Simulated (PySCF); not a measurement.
C₃H₇Cl₃Si₂, SMILES C[SiH2]/C=C/[Si](Cl)(Cl)Cl, GFN2-xTB optimised geometry.

```
15

Si    -0.29    -3.03     4.08
Cl     0.45    -2.09     5.71
Cl     0.33    -4.96     4.11
Cl    -2.31    -3.00     4.17
C      0.30    -2.19     2.51
C     -0.47    -1.65     1.57
Si     0.15    -0.80     0.00
C     -0.53     0.98     0.00
H      1.38    -2.14     2.37
H     -1.55    -1.70     1.71
H     -0.36    -1.54    -1.16
H      1.61    -0.80     0.00
H     -1.61     0.99     0.03
H     -0.17     1.54     0.86
H     -0.22     1.51    -0.89
```

Density from B3LYP/def2-TZVP in PySCF at that geometry.

Minimum of the electron density along straight lines between bonded atoms, close to the bond critical point (lines longer than 1.1 times the sum of covalent radii, or with two minima, are not listed):

```
bond     length / Å  ρ at the minimum / e bohr⁻³  ∇²ρ there / e bohr⁻⁵  position (fraction from the first atom)
-------  ----------  ---------------------------  --------------------  ---------------------------------------
Si1–Cl2       2.027                        0.107                  0.23                                     0.37
Si1–Cl3       2.027                        0.107                  0.23                                     0.37
Si1–Cl4       2.022                        0.107                  0.24                                     0.37
Si1–C5        1.883                        0.126                  0.12                                     0.39
C5–C6         1.332                            …                 -1.07                                     0.50
C6–Si7        1.890                        0.118                  0.19                                     0.61
Si7–C8        1.899                        0.118                     …                                     0.39
C5–H9         1.084                        0.284                 -1.00                                     0.64
C6–H10        1.084                        0.285                 -1.00                                     0.64
Si7–H11       1.469                        0.125                  0.18                                     0.49
Si7–H12       1.467                        0.125                  0.18                                     0.49
C8–H13        1.087                        0.276                 -0.93                                     0.64
C8–H14        1.087                        0.276                 -0.93                                     0.64
C8–H15        1.086                        0.276                 -0.93                                     0.64
```

### Question
What belongs in the gaps?

### Answer

- C5–C6, ρ at the minimum / e bohr⁻³: 0.350
- Si7–C8, ∇²ρ there / e bohr⁻⁵: 0.14
